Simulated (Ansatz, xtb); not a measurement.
## Ranking isomers of C5H7NO

4 gas-phase structures of C5H7NO, from a drawn sample of its isomers (lower ones may exist). Each was relaxed with GFN2-xTB; where two conformers were screened, the lower at r2SCAN-D4/def2-SVP is listed:

A. `C=CC(=O)/N=C\C`, a singlet
B. `C=CC(=O)/N=C/C`, a singlet
C. `C=CNC(=O)C=C`, a singlet
D. `C=C/N=C(\O)C=C`, a singlet

**Question.** Which do you expect lowest at r2SCAN-D4/def2-SVP, and how would the others follow?

**Answer.** Calculated order at r2SCAN-D4/def2-SVP: C (0.0), B (40.3), A (41.4), D (75.8) kJ/mol. Less than 1 kcal/mol parts B and A, so the order within that pair means little.

Energies above the lowest of each column, in kJ/mol; the last columns are at B3LYP/def2-SVP geometries:

| structure | GFN2-xTB | HF/STO-3G | r2SCAN-D4/def2-SVP | B3LYP/def2-SVP | CCSD(T)/def2-SVP + ΔMP2/def2-TZVPP |
| --- | --- | --- | --- | --- | --- |
| C | 0.0 | 27.7 | 0.0 | 0.0 | 0.0 |
| B | 28.3 | 0.0 | 40.3 | 29.1 | 20.6 |
| A | 10.1 | 33.0 | 41.4 | 36.3 | 27.2 |
| D | 46.8 | 89.6 | 75.8 | 72.5 | 58.7 |

CCSD(T)/def2-SVP + ΔMP2/def2-TZVPP puts C lowest; HF/STO-3G picks B. Some further structures that were screened fall inside this span and aren't listed. Flexible structures stand in one conformer each, not always the lowest. The ΔMP2 step shifts differences by up to 15.9 kJ/mol, which makes them less sure. ΔMP2 is the change of the MP2 energy from the smaller to the larger basis.

Over these structures GFN2-xTB departs from r2SCAN-D4/def2-SVP by 12.1 kJ/mol on average once a common shift is removed. A GFN2-xTB relaxation took about 0.083 s and the r2SCAN-D4/def2-SVP energy about 1.3 s on a shared host (Ansatz 0.2.0, xtb 6.7.1).
